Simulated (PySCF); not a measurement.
Job file and geometry (Å, from GFN2-xTB) of an NMR shielding run on `InChI=1S/C4H10OSSi2/c1-6-8(5)4-3-7-2/h5,8H,7H2,1-2H3/t8-/m1/s1`, PySCF 2.14.0, density-fitted response routines, GIAO PBE0/pcSseg-1 NMR shielding, non-relativistic, gas phase; density fitting, a coarse starting grid and PySCF grid level 2 are the driver's defaults:

```
$ OMP_NUM_THREADS=1 python probes_run.py task.json out

{"job": {"kind": "nmr", "xc": "PBE0", "basis": "pcSseg-1"}, "charge": 0, "multiplicity": 1}
C     -3.527603    -0.108622     0.672338
Si    -2.461277     0.412155    -0.808251
C     -0.751753    -0.251404    -0.530875
C      0.348513    -0.718194    -0.332206
Si     2.070379    -1.307881     0.010550
O      2.125651    -2.578794     1.010934
S      3.078889     0.349042     0.961552
C      2.752874     1.648208    -0.264608
H     -3.538997    -1.189097     0.787077
H     -3.153359     0.316176     1.600038
H     -4.555702     0.220683     0.549278
H     -2.370816     1.875849    -0.898941
H     -2.972468    -0.157843    -2.061067
H      2.771877    -1.737982    -1.186415
H      2.088613    -2.477716     1.958458
H      3.285592     1.422606    -1.183521
H      1.684882     1.708588    -0.451126
H      3.115943     2.580545     0.155128
```

**Question.** Write the output of this run.

**Answer.** 
```
coarse grid: 16504 points
cycle   1  E = -1209.9624641267  dE =  6.600e-01  |g| = 8.097e-01  |ddm| = 3.966e+00
cycle   2  E = -1209.8508493867  dE =  1.116e-01  |g| = 1.122e+00  |ddm| = 1.586e+00
cycle   3  E = -1210.0908737302  dE = -2.400e-01  |g| = 1.334e-01  |ddm| = 1.005e+00
cycle   4  E = -1210.0942515690  dE = -3.378e-03  |g| = 4.676e-02  |ddm| = 1.499e-01
cycle   5  E = -1210.0945872478  dE = -3.357e-04  |g| = 2.905e-02  |ddm| = 5.382e-02
cycle   6  E = -1210.0947913181  dE = -2.041e-04  |g| = 6.235e-03  |ddm| = 2.350e-02
cycle   7  E = -1210.0948013202  dE = -1.000e-05  |g| = 1.302e-03  |ddm| = 6.444e-03
cycle   8  E = -1210.0948017220  dE = -4.018e-07  |g| = 3.102e-04  |ddm| = 1.591e-03
final grid: 145360 points
cycle   9  E = -1210.1544517382  dE = -2.661e-05  |g| = 8.884e-03  |ddm| = 3.234e-02
cycle  10  E = -1210.1544393762  dE =  1.236e-05  |g| = 1.160e-02  |ddm| = 1.714e-02
cycle  11  E = -1210.1544696282  dE = -3.025e-05  |g| = 9.869e-04  |ddm| = 1.009e-02
cycle  12  E = -1210.1544698074  dE = -1.793e-07  |g| = 2.466e-04  |ddm| = 9.957e-04
cycle  13  E = -1210.1544698188  dE = -1.134e-08  |g| = 1.005e-04  |ddm| = 2.877e-04
cycle  14  E = -1210.1544698205  dE = -1.776e-09  |g| = 5.795e-05  |ddm| = 1.111e-04
cycle  15  E = -1210.1544698214  dE = -8.476e-10  |g| = 9.061e-06  |ddm| = 4.933e-05
converged SCF energy = -1210.1544698214

GIAO shielding tensors (ppm)
atom      isotropic    diamagn.    paramagn.     s11        s22        s33       span
  0 C      191.915     252.957     -61.042    187.438    190.869    197.439     10.001
  1 Si     418.724     883.180    -464.456    395.957    407.178    453.038     57.081
  2 C       70.752     265.373    -194.621    -27.427    -15.404    255.088    282.515
  3 C       68.494     270.231    -201.737    -32.806    -24.217    262.505    295.311
  4 Si     379.120     880.077    -500.958    342.501    369.092    425.766     83.265
  5 O      299.477     386.210     -86.733    288.665    298.078    311.686     23.021
  6 S      675.633    1059.040    -383.407    577.198    635.387    814.314    237.116
  7 C      174.687     253.313     -78.626    162.000    171.031    191.031     29.031
  8 H       31.252      30.854       0.398     26.838     29.103     37.814     10.976
  9 H       31.257      32.421      -1.164     26.762     29.243     37.765     11.003
 10 H       31.618      26.592       5.026     27.088     27.928     39.839     12.751
 11 H       27.265      30.257      -2.992     23.537     26.228     32.029      8.492
 12 H       27.253      29.254      -2.001     23.573     25.774     32.411      8.839
 13 H       26.465      28.464      -1.998     23.451     23.816     32.130      8.679
 14 H       29.864      31.672      -1.808     22.170     25.270     42.152     19.983
 15 H       29.745      30.201      -0.455     24.216     27.165     37.854     13.638
 16 H       29.502      34.482      -4.980     23.033     29.060     36.412     13.379
 17 H       29.662      29.936      -0.275     24.160     26.696     38.129     13.969
```

**Question.** Turn these shieldings into chemical shifts. δ = σ(ref) − σ, references computed at the same level: ¹³C (σref 186.93) and ²⁹Si (σref 349.16) and ¹H (σref 31.72) against TMS; ¹⁷O (σref 336.08) against H2O; ³³S (σref 503.73) against CS2.

**Answer.** Averaging equivalent atoms: C 3: 118.4; C 2: 116.2; C 7: 12.2; C 0: -5.0; Si 4: -30.0; Si 1: -69.6; O 5: 36.6; S 6: -172; H 13: 5.25; H 12: 4.46; H 11: 4.45; H 15/16/17: 2.08; H 14: 1.85; H 8/9/10: 0.34 ppm. Experimental scales use liquid or dissolved standards, which lie at an offset from isolated H2O (liquid H2O: subtract about 36 ppm).

Size and cost of the density-fitted run: 207 basis functions, 100 s wall time on 1 thread of an Intel Xeon, shared host; peak memory 0.93 GiB.
